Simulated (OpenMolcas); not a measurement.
**Cl6+: effect of the active space**

```yaml
Program: OpenMolcas
Method: CASSCF or its RAS form
Basis: ANO-L-VQZP
Scalar_Hamiltonian: non-relativistic, point nucleus
Spin-orbit_coupling: RASSI with atomic mean-field integrals over the reference wave functions, term energies averaged over their components
```

A. 1 electron in 4 orbitals (3s 3p); 2S+1 = 2 even, 1 root; 2S+1 = 2 odd, 3 roots; cost roughly 6 core-seconds
B. 1 electron in 9 orbitals (RAS2 3s 3p; RAS3 3d, at most 1 electron); 2S+1 = 2 even, 1 root; 2S+1 = 2 odd, 3 roots; cost of the order of 11 core-seconds

Energies in eV above 3s ²S_1/2, the measured ground level; measured values from Moore, Atomic Energy Levels, vol. I, NSRDS-NBS 35 (1971 reprint of NBS Circular 467, 1949).

| Level | A | B | Measured |
| --- | --- | --- | --- |
| 3s ²S_1/2 | 0.0000 | 0.0000 | 0.0000 |
| 3p ²P°_1/2 | 14.9876 | 14.9876 | 15.2502 |
| 3p ²P°_3/2 | 15.1964 | 15.1964 | 15.4845 |

Deviations, from unrounded energies. A percentage is the sum of absolute deviations over the sum of measured energies, with the sign that they share, or ± where signs differ.

```json
{"Against measurement": "mean absolute deviation (cm-1)", "Levels": "2", "A": "2200", "B": "2200"}
{"Against measurement": "other configurations (%)", "Levels": "2", "A": "-1.8", "B": "-1.8"}
```

A, B lie about equally close to measurement. The largest miss of A in the table is 3p ²P°_3/2, by -2300 cm-1. The ranking rests on the paired levels alone, and a cruder setting can come out closer through cancelling errors.

Between A and B no level of the table moves by more than 5 cm-1.

With one active electron the reference holds no correlation, so core polarisation is missing. With one active electron outside closed inactive shells, the extra shells (3d) add no correlation to the reference (holds for B). Computed and measured levels are paired by configuration, term and J; levels that our copy of the source lacks, or whose pairing is in doubt (as where it misses far off the trend of its configuration), stay unpaired and out of the deviations. Levels of configurations outside the active space are missing.

° marks odd parity.
